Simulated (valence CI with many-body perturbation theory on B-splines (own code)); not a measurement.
**I¹⁴⁺: calculated level list**

Method: valence CI with perturbative core correlation (CI+MBPT): three valence electrons over a frozen Dirac-Fock core [Kr], a basis of 7 s, 7 p, 8 d, 6 f, 4 g, 1 h functions for each j, with the one-electron correlation potential Σ1 (screened to all orders), the two-electron term Σ2, the three-electron term Σ3, Breit, model QED; selected single and double excitations, second order for the rest, scaled by the run's own slope (own B-spline code, finite nucleus).

No measured levels were compared; by estimate terms of the open shell hold to 2 to 4 % of their energy, and close levels can change places. Excitations out of the core, of the other parity, are not computed and may begin above about 61.6 eV (a cautious bound); beyond it only levels of the ground parity were kept, without lifetimes.

Levels 1 to 35 of 35, with energies above the lowest level, 4d3 4F_3/2. "Leading %" is the weight of the configuration and term that name the level; weights of strongly mixed levels are sums over their largest components and can fall short.

```tsv
No.	Configuration	Term	J	E (cm⁻¹)	Leading %	g	Second component
1	4d3	4F	3/2	0	86	0.463	12 % 4d3 2D
2	4d3	4F	5/2	9768	96	1.035	
3	4d3	4F	7/2	18219	89	1.202	10 % 4d3 2G
4	4d3	4F	9/2	24361	66	1.242	27 % 4d3 2G
5	4d3	4P	3/2	27072	53	1.440	31 % 4d3 2P
6	4d3	4P	1/2	30582	76	2.202	23 % 4d3 2P
7	4d3	2G	7/2	39871	86	0.932	11 % 4d3 4F
8	4d3	2H	9/2	41160	58	1.051	26 % 4d3 4F
9	4d3	4P	5/2	43032	92	1.566	7 % 4d3 2D
10	4d3	2D	3/2	49301	48	1.167	37 % 4d3 4P
11	4d3	2P	1/2	52559	76	1.133	23 % 4d3 4P
12	4d3	2H	11/2	55728	100	1.090	
13	4d3	2D	5/2	60943	92	1.206	
14	4d3	2G	9/2	63067	57	1.058	35 % 4d3 2H
15	4d3	2P	3/2	71603	58	1.187	31 % 4d3 2D
16	4d3	2F	5/2	72258	88	0.899	10 % 4d3 2D
17	4d3	2F	7/2	72904	95	1.132	
18	4d3	2D	3/2	109590	99	0.803	
19	4d3	2D	5/2	110960	87	1.175	10 % 4d3 2F
20	4d2 5s	4F	3/2	819350	91	0.434	8 % 4d2 5s 2D
21	4d2 5s	4F	5/2	823140	68	1.010	22 % 4d2 5s 2F
22	4d2 5s	4F	7/2	835930	91	1.229	8 % 4d2 5s 2F
23	4d2 5s	2F	5/2	840760	66	0.924	29 % 4d2 5s 4F
24	4d2 5s	4F	9/2	847120	91	1.312	9 % 4d2 5s 2G
25	4d2 5s	4P	1/2	849020	87	2.492	7 % 4d2 5s 2P
26	4d2 5s	4P	5/2	854250	52	1.376	36 % 4d2 5s 2D
27	4d2 5s	4P	3/2	855100	71	1.460	24 % 4d2 5s 2D
28	4d2 5s	2F	7/2	855520	76	1.101	18 % 4d2 5s 2G
29	4d2 5s	2D	3/2	859570	38	1.192	33 % 4d2 5s 2P
30	4d2 5s	2P	1/2	864650	90	0.853	9 % 4d2 5s 4P
31	4d2 5s	2G	9/2	873570	90	1.131	9 % 4d2 5s 4F
32	4d2 5s	2G	7/2	874840	81	0.937	16 % 4d2 5s 2F
33	4d2 5s	2D	5/2	875160	50	1.373	46 % 4d2 5s 4P
34	4d2 5s	2P	3/2	880470	64	1.176	30 % 4d2 5s 2D
35	4d2 5s	2S	1/2	924520	92	1.991	4 % 4d2 5s 4P
```

Names give the largest LS component (configuration and term), which can be under half, so a name can repeat, a term be missing and a line seem to break the LS rules; names also repeat where a configuration has a term twice.

Where two levels of one J and parity lie close, their mixing, g and order are uncertain.

The ionisation energy to 4d2 3F_2 of the next ion comes out as 336.34 eV (NIST: 335 ± 3 eV (theoretical)). All 35 levels together are meant to be complete up to 496550 cm⁻¹.
